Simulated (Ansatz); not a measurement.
Consider the ligand exchange at the Si–O bond: `OB(O)O[Si](Cl)(Cl)Cl` + CH₃OH → `CO[Si](Cl)(Cl)Cl` + `OB(O)O`.

Isolated molecules relaxed with PBE0-D4/def2-TZVP in Ansatz; ΔE leaves out vibrations. CCSD(T)/CBS adds triple-zeta CCSD(T) − MP2 to the extrapolated MP2 energy (def2 sets, frozen cores). This one scheme is used for every species. Functionals use def2-TZVPP. B3LYP here is the variant with VWN-RPA as its local correlation; programs differ in this. Each species was taken in one conformer, which may not be the lowest.

Problem. Is it downhill or uphill in electronic energy at CCSD(T)/CBS, and by how much? (Best estimate.)

Solution. Computed: Downhill: ΔE = -7.3 kJ/mol.

Problem. What do these levels give: PBE-D4, r2SCAN-D4, PBE0-D4, B3LYP-D4, r2SCAN, HF/def2-TZVPP, SCS-MP2/def2-TZVPP, CCSD/def2-TZVPP, MP2/def2-QZVPP, HF/CBS(def2), MP2/CBS(def2), CCSD/CBS(def2)? (Best estimate.)

Solution. Computed: PBE-D4 -8.2, r2SCAN-D4 -7.8, PBE0-D4 -6.8, B3LYP-D4 -5.7, r2SCAN -8.7, HF/def2-TZVPP -4.9, SCS-MP2/def2-TZVPP -8.1, CCSD/def2-TZVPP -6.7, MP2/def2-QZVPP -9.1, HF/CBS(def2) -4.5, MP2/CBS(def2) -9.3, CCSD/CBS(def2) -6.8 kJ/mol.

Largest T1 diagnostic among the species: 0.012.

The D4 term adds +3.2 kJ/mol with B3LYP and +2.1 kJ/mol with PBE0; it sums over pairs of atoms, weighted by their polarisabilities, and B3LYP, whose exchange is more repulsive, gets the larger term.
